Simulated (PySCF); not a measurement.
Relaxation of doublet RuO(OH)

All numbers come from UPBE0/[Ru def2-TZVP with ECP28, O def2-TZVP, H def2-TZVP], scalar-relativistic core potentials, density fitting, no spin–orbit coupling, PySCF. A (50,194) grid was used.

A hand-made bent (heavy-atom frame) start, with no symmetry imposed:

```xyz
4
charge 0 multiplicity 2, angstrom
Ru    0.0318   -0.0055   -0.2548
O     1.4325   -0.0055    0.7260
O    -1.5082   -0.0055    0.8235
H    -2.0137    0.7299    1.1775
```

**Question.** What forces act on the atoms at the start (eV/Å)?

**Answer.** 
```
atom     Fx     Fy     Fz
 Ru1   1.27   0.19   2.94
  O2  -1.46   0.05  -1.93
  O3  -0.19  -0.57  -0.88
  H4   0.38   0.33  -0.13
```

**Question.** What does it relax to?

**Answer.** It ends at Cs with O–H 0.957 Å, Ru–O 1.620 Å, Ru–O 1.816 Å; H–O–Ru 147.4°, O–Ru–O 159.0°. A frequency run shows a minimum. Other isomers or separated fragments may lie lower.

**Question.** How much energy is released, and in how many steps?

**Answer.** 73.6 kJ/mol in 15 steps.

Open d and f shells are described by one determinant, and the ground state may have another occupation or spin.

The relaxation took 46 s on 4 threads of a shared Arm Neoverse V1 host, with 108 basis functions and 17 gradients; the process peaked at 0.76 GiB.
